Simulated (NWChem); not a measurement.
# CH₃ClGeO₂; SMILES O=[C](O)[GeH2][Cl]

```xyz
8

O     -0.3477    -2.4968     0.0000
C      0.2752    -1.4692     0.0000
O      1.6031    -1.3988     0.0000
Ge    -0.6898     0.2696     0.0000
Cl     0.6773     1.9403     0.0000
H      1.9401    -2.3129     0.0000
H     -1.5373     0.3402     1.2746
H     -1.5373     0.3402    -1.2746
```
Atoms are numbered in this order, from 1.

All runs: NWChem. Geometry: optimised at PBE0/def2-SVP. Total energies compare along this basis series because the functional is fixed.

```tsv
level	basis functions	energy (Ha)	highest occupied level (eV)	orbital gap (eV)	dipole (D)
B3LYP/pcseg-1	102	-2727.3875	-7.92	6.82	0.83
B3LYP/aug-pcseg-1	159	-2727.4035	-7.98	6.72	0.64
B3LYP/pcseg-2	209	-2727.8197	-7.95	6.73	0.63
B3LYP/STO-3G	45	-2696.0370	-4.29	7.08	2.02
B3LYP/def2-SVP	107	-2727.1144	-7.64	6.80	0.78
```
